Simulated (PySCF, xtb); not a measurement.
CH₇FOSi₃, SMILES F[SiH2][C@H]1O[SiH2][SiH2]1.

xtb 6.7.1 with GFN2-xTB at its own geometry gives an orbital gap of 3.68 eV and a dipole moment of 2.25 D.

Geometry optimised at PBE0-D3(BJ)/def2-SVP. The structure was generated by enumeration; whether it is a known compound was not checked. The values are those of a single conformer.

**Question.** What does PBE/def2-TZVP (PySCF) give? (An estimate is asked for; the answer gives what the named calculation found.)

**Answer.** gap 4.63 eV (levels -6.41 and -1.78 eV), dipole 1.59 D.
